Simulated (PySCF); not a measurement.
How methods differ on the excitation energy of Pt²⁺

Pt²⁺ [Xe] 4f14 5d8 (3F) → Pt²⁺ [Xe] 4f14 5d7 6s1 (5F), as a difference of total energies. Computed with PySCF 2.14 in aug-cc-pwCVDZ-PP with ECP60MDF (6s6p5d3f, 70 functions), with scalar relativity through the core potential. Correlated levels: valence: 5s2 5p6 frozen. The calculations carry no spin-orbit coupling.

```
           method  excitation energy (eV)
              UHF                   2.495
    MP2 (valence)                   2.905
SCS-MP2 (valence)                   3.247
   CCSD (valence)                   2.867
CCSD(T) (valence)                   2.894
```

How much does correlation contribute at CCSD(T) (valence)?

2.894 − (2.495) = 0.399 eV, measured against UHF.
